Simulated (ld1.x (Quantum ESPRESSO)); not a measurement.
An all-electron radial function and its pseudo partner (H (Z = 1))

Columns: radius, all-electron u(r) and pseudo u(r) of the 1s shell (level -9.49 eV) of hydrogen in the configuration 1s0.75; PBE, scalar-relativistic, PAW scheme, ld1.x (Quantum ESPRESSO) 7.5.

| r (bohr) | all-electron | pseudo |
| --- | --- | --- |
| 0.053 | 0.1026 | 0.0787 |
| 0.105 | 0.1928 | 0.1547 |
| 0.158 | 0.2747 | 0.2297 |
| 0.210 | 0.3460 | 0.3000 |
| 0.262 | 0.4092 | 0.3660 |
| 0.315 | 0.4658 | 0.4281 |
| 0.368 | 0.5153 | 0.4843 |
| 0.420 | 0.5574 | 0.5335 |
| 0.473 | 0.5943 | 0.5773 |
| 0.525 | 0.6253 | 0.6140 |
| 0.578 | 0.6519 | 0.6453 |
| 0.630 | 0.6735 | 0.6703 |
| 0.683 | 0.6915 | 0.6905 |
| 0.735 | 0.7055 | 0.7057 |
| 0.788 | 0.7164 | 0.7171 |
| 0.840 | 0.7241 | 0.7247 |
| 0.893 | 0.7291 | 0.7296 |
| 0.945 | 0.7317 | 0.7319 |
| 0.998 | 0.7321 | 0.7321 |
| 1.050 | 0.7305 | 0.7305 |
| 1.102 | 0.7272 | 0.7272 |
| 1.155 | 0.7223 | 0.7223 |
| 1.208 | 0.7159 | 0.7159 |
| 1.260 | 0.7084 | 0.7084 |
| 1.313 | 0.6997 | 0.6997 |
| 1.365 | 0.6902 | 0.6902 |

How many radial nodes do the two functions have?

The all-electron 1s function has n − l − 1 = 0; the pseudo-wave has 0.

At about which radius was the pseudo-wave matched?

1.05 bohr. The columns agree to 0.0005 from 0.94 bohr on; several derivatives are matched, so the curves merge somewhat inside the radius.

Is the pseudo-wave norm-conserving?

No, it belongs to a PAW set: the norm inside the radius is not constrained, and the difference is carried by the augmentation charge.
